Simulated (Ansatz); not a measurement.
Start from `CO[SiH](F)[SiH3]` and change one atom or group to get `CO[SiH](F)O[SiH2]Cl`.

Ansatz, PBE0-D4/def2-TZVP geometries, multiplicity 1. Each molecule was computed in one conformer, which needn't be the lowest.

```
                                        property  `CO[SiH](F)[SiH3]`
           HOMO–LUMO gap (B3LYP/def2-TZVPP) / eV                7.77
               LUMO energy (PBE/def2-TZVPP) / eV               -0.95
             HOMO–LUMO gap (PBE/def2-TZVPP) / eV                6.03
size of the dipole moment (B3LYP/def2-TZVPP) / D                1.49
           HOMO energy (ωB97M-V/def2-TZVPP) / eV              -10.32
             LUMO energy (B3LYP/def2-TZVPP) / eV               -0.27
```

Task: What does the change do to each property? (Best estimate.)

Result: Computed: 
```csv
property,`CO[SiH](F)O[SiH2]Cl`,shift
HOMO–LUMO gap (B3LYP/def2-TZVPP) / eV,8.68,0.91
LUMO energy (PBE/def2-TZVPP) / eV,-0.56,0.39
HOMO–LUMO gap (PBE/def2-TZVPP) / eV,6.66,0.63
size of the dipole moment (B3LYP/def2-TZVPP) / D,1.78,0.29
HOMO energy (ωB97M-V/def2-TZVPP) / eV,-11.19,-0.87
LUMO energy (B3LYP/def2-TZVPP) / eV,0.12,0.39
```

With PBE0 the HOMO falls by 0.57 eV and the LUMO rises by 0.42 eV, so the gap widens by about 0.99 eV. PBE moves the HOMO by -0.24 eV and ωB97M-V by -0.87 eV. Dipoles are sizes alone; their direction can turn.

B3LYP here is the variant with VWN-RPA as its local correlation; programs differ in this.
